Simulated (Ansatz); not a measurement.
ClH3NSn (`[NH2][SnH][Cl]`) radical, 6 atoms. Total charge 0; spin multiplicity 2. Correlated methods include outer-core shells of Sn, which these sets cover unevenly. Sn takes the def2 core potential. All runs use 2 threads of a server CPU on a shared host. Correlated methods freeze the cores. Open-shell runs search over several starts.

Task: Give the basis size and wall time and peak host memory of each of these runs in Ansatz. UKS ωB97M-V/def2-SVP energy; UHF-MP2/def2-QZVPP energy; UKS ωB97M-V/def2-TZVPP energy and forces; UKS PBE0-D4/def2-TZVP relaxation (8 steps); UHF-CCSD(T)/def2-TZVPP energy; UKS PBE0-D4/def2-SVP energy; direct RPA on PBE orbitals/def2-TZVPP energy; UHF-CCSD(T)/def2-SVP energy; UKS r2SCAN0-D4/def2-TZVPP energy; UKS PBE0-D4/def2-QZVPP energy; UKS ωB97M-V/def2-QZVPP energy; UKS PBE0-D4/def2-TZVP frequencies. (Estimate.)

Result: The calculation gave: Other jobs shared the machine, so times are rough.

```
                                level                   job  functions  wall time  peak host memory (GiB)
                 UKS PBE0-D4/def2-SVP                energy         73      1.3 s                    0.22
                 UKS ωB97M-V/def2-SVP                energy         73      4.3 s                    0.37
            UKS r2SCAN0-D4/def2-TZVPP                energy        165      4.6 s                    0.53
                 UHF-CCSD(T)/def2-SVP                energy         73      5.5 s                    0.41
direct RPA on PBE orbitals/def2-TZVPP                energy        165        6 s                    0.47
               UKS PBE0-D4/def2-QZVPP                energy        299        7 s                    0.98
               UKS ωB97M-V/def2-TZVPP     energy and forces        165      9.5 s                    0.67
                   UHF-MP2/def2-QZVPP                energy        299       11 s                     1.1
               UKS ωB97M-V/def2-QZVPP                energy        299       16 s                     1.3
                UKS PBE0-D4/def2-TZVP  relaxation (8 steps)        136       25 s                    0.43
               UHF-CCSD(T)/def2-TZVPP                energy        165       67 s                     3.9
                UKS PBE0-D4/def2-TZVP           frequencies        136       73 s                    0.44
```
